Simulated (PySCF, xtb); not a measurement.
HIOSi, neutral, multiplicity 1. Atoms are numbered in the order given.

```xyz
4

Si     0.6884    -1.5799     0.0000
I     -0.0469     0.8276     0.0000
O     -0.7944    -2.3086     0.0000
H     -0.7978    -3.2734     0.0000
```

Geometry optimised at B3LYP-D3(BJ)/def2-TZVP. The def2 effective core potentials stand for the cores of I; spin–orbit coupling is left out. The values are those of a single conformer.

The numbers are results of IEF-PCM-ωB97X/def2-SVP run with PySCF 2.14.0, not measurements.

The values are the electrostatic part of the solvation free energy, E(continuum) − E(gas) at the gas-phase geometry, in a cavity of scaled van der Waals radii (PySCF's table); cavitation and dispersion terms are not included. In vacuum the orbital gap is 8.90 eV. The dipole moment in vacuum is 3.24 D.

Computed values in water (ε = 78.36), dimethylsulfoxide (ε = 46.83), ethylethanoate (ε = 5.99):
```tsv
solvent	ε	ΔG(elec) (kcal/mol)	dipole (D)	gap (eV)
water	78.36	-5.9	4.47	9.09
dimethylsulfoxide	46.83	-5.9	4.45	9.08
ethylethanoate	5.99	-4.5	4.16	9.04
```

For comparison, GFN2-xTB/ALPB(water) (xtb, at the GFN2-xTB geometry, all terms of that model) gives -5.5 kcal/mol.
